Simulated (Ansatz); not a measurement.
Cost and result up the ladder for BH2(iPr) (C₃H₉B) (13 atoms). Charge 0, multiplicity 1. Geometry: r2SCAN-D4/def2-SVP.

```tsv
atom	x (Å)	y (Å)	z (Å)
B1	0.358	1.586	0.224
H2	0.800	1.975	1.283
H3	0.131	2.399	-0.645
C4	0.243	0.068	-0.069
C5	-0.659	-0.364	-1.229
C6	0.158	-0.882	1.128
H7	1.309	0.036	-0.446
H8	-0.538	0.289	-2.106
H9	-1.719	-0.317	-0.928
H10	-0.457	-1.402	-1.542
H11	0.369	-1.926	0.841
H12	0.860	-0.597	1.927
H13	-0.856	-0.864	1.561
```

Ansatz on 4 threads of Arm Neoverse V1 on a shared host. Times are rough, and most runs start from the orbitals of an earlier one. ωB97M-V/def2-TZVP serves as the yardstick here, not as an exact answer. Differences are given only for rows in sets of like size (and for xTB, whose basis is part of the method), since another set adds its own error. Binding counts from free atoms at the same level (B doublet, H doublet, C triplet; other spins of the atoms weren't run), without zero-point energy or a counterpoise term.

B3LYP takes the VWN-RPA correlation. Correlated methods freeze 4 core orbitals.

Correlated methods converge slowly with the basis.

```json
{"level": "HF/STO-3G", "functions": "29", "wall time": "0.1 s"}
{"level": "HF/6-31G", "functions": "54", "wall time": "0.2 s"}
{"level": "B3LYP-D4/6-31G", "functions": "54", "wall time": "0.55 s"}
{"level": "PBE-D4/def2-SVP", "functions": "101", "wall time": "0.75 s"}
{"level": "PBE0-D4/def2-SVP", "functions": "101", "wall time": "0.85 s"}
{"level": "PBE-D4/def2-TZVP", "functions": "178", "wall time": "1.2 s"}
{"level": "MP2/def2-TZVP", "functions": "178", "wall time": "1.2 s"}
{"level": "BLYP-D4/def2-TZVP", "functions": "178", "wall time": "1.4 s"}
{"level": "PBE0-D4/def2-TZVP", "functions": "178", "wall time": "1.5 s"}
{"level": "CAM-B3LYP-D4/def2-TZVP", "functions": "178", "wall time": "1.7 s"}
{"level": "r2SCAN-D4/def2-TZVP (with forces)", "functions": "178", "wall time": "2.8 s"}
{"level": "ωB97M-V/def2-TZVP", "functions": "178", "wall time": "4.9 s"}
{"level": "B97M-V/def2-TZVP", "functions": "178", "wall time": "5 s"}
{"level": "CCSD(T)/def2-TZVPP", "functions": "250", "wall time": "6.1 min"}
```

Problem. Estimate what each level gives for the binding energy per atom (eV).

Solution. 
```json
{"level": "HF/STO-3G", "binding energy per atom (eV)": "3.91", "difference from ωB97M-V/def2-TZVP (eV)": "–"}
{"level": "HF/6-31G", "binding energy per atom (eV)": "2.94", "difference from ωB97M-V/def2-TZVP (eV)": "–"}
{"level": "B3LYP-D4/6-31G", "binding energy per atom (eV)": "3.89", "difference from ωB97M-V/def2-TZVP (eV)": "–"}
{"level": "PBE-D4/def2-SVP", "binding energy per atom (eV)": "4.00", "difference from ωB97M-V/def2-TZVP (eV)": "–"}
{"level": "PBE0-D4/def2-SVP", "binding energy per atom (eV)": "3.97", "difference from ωB97M-V/def2-TZVP (eV)": "–"}
{"level": "PBE-D4/def2-TZVP", "binding energy per atom (eV)": "3.97", "difference from ωB97M-V/def2-TZVP (eV)": "0.04"}
{"level": "MP2/def2-TZVP", "binding energy per atom (eV)": "3.81", "difference from ωB97M-V/def2-TZVP (eV)": "-0.12"}
{"level": "BLYP-D4/def2-TZVP", "binding energy per atom (eV)": "3.89", "difference from ωB97M-V/def2-TZVP (eV)": "-0.03"}
{"level": "PBE0-D4/def2-TZVP", "binding energy per atom (eV)": "3.94", "difference from ωB97M-V/def2-TZVP (eV)": "0.01"}
{"level": "CAM-B3LYP-D4/def2-TZVP", "binding energy per atom (eV)": "3.94", "difference from ωB97M-V/def2-TZVP (eV)": "0.02"}
{"level": "r2SCAN-D4/def2-TZVP (with forces)", "binding energy per atom (eV)": "3.93", "difference from ωB97M-V/def2-TZVP (eV)": "0.00"}
{"level": "ωB97M-V/def2-TZVP", "binding energy per atom (eV)": "3.92", "difference from ωB97M-V/def2-TZVP (eV)": "0.00"}
{"level": "B97M-V/def2-TZVP", "binding energy per atom (eV)": "3.92", "difference from ωB97M-V/def2-TZVP (eV)": "0.00"}
{"level": "CCSD(T)/def2-TZVPP", "binding energy per atom (eV)": "3.84", "difference from ωB97M-V/def2-TZVP (eV)": "-0.09"}
```
